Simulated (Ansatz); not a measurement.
Consider the substitution at a C–C bond: `C/C([SiH3])=C\O` + `C=N` → `C=N/C([SiH3])=C\O` + CH₄.

Calculated with Ansatz (gas phase, PBE0-D4/def2-TZVP geometries, no zero-point term in ΔE). CBS: MP2 limit from def2 TZ/QZ plus the TZ coupled-cluster correction, frozen cores. This one scheme is used for every species. Double bonds are as drawn, so ΔE can hold a change between cis and trans. DFT in def2-TZVPP. B3LYP here is the variant with VWN-RPA as its local correlation; programs differ in this. One conformer a species, not always the lowest.

| level | ΔE (kJ/mol) | difference from CCSD(T)/CBS |
| --- | --- | --- |
| PBE-D4 | -3.7 | -10.2 |
| r2SCAN-D4 | -2.8 | -9.3 |
| PBE0-D4 | 1.7 | -4.8 |
| B3LYP-D4 | -2.3 | -8.8 |
| ωB97X-V | 5.0 | -1.5 |
| r2SCAN | -2.2 | -8.7 |
| PBE0 | 3.5 | -3.0 |
| B3LYP | 0.9 | -5.6 |
| HF/def2-TZVPP | 11.6 | 5.1 |
| MP2/def2-TZVPP | 3.5 | -3.0 |
| CCSD/def2-TZVPP | 9.5 | 3.0 |
| CCSD(T)/def2-TZVPP | 6.8 | 0.3 |
| HF/def2-QZVPP | 11.6 | 5.1 |
| HF/CBS(def2) | 11.5 | 5.0 |
| MP2/CBS(def2) | 3.2 | -3.3 |
| CCSD/CBS(def2) | 9.2 | 2.7 |
| CCSD(T)/CBS | 6.5 | 0 |

Largest T1 diagnostic among the species: 0.013.

The D4 term adds −3.1 kJ/mol with B3LYP and −1.8 kJ/mol with PBE0; it sums over pairs of atoms, weighted by their polarisabilities, and B3LYP, whose exchange is more repulsive, gets the larger term. In def2-TZVPP, CCSD(T) changes the Hartree–Fock value by −4.8 kJ/mol (the triples alone add −2.8 kJ/mol) and MP2 by −8.1 kJ/mol. From PBE to PBE0 (25 % exact exchange), in def2-TZVPP and without D4, ΔE moves by +5.3 kJ/mol.

CCSD(T)/CBS has its own doubt, a few kJ/mol and more with outer-core shells, so smaller differences from it don't rank the levels.
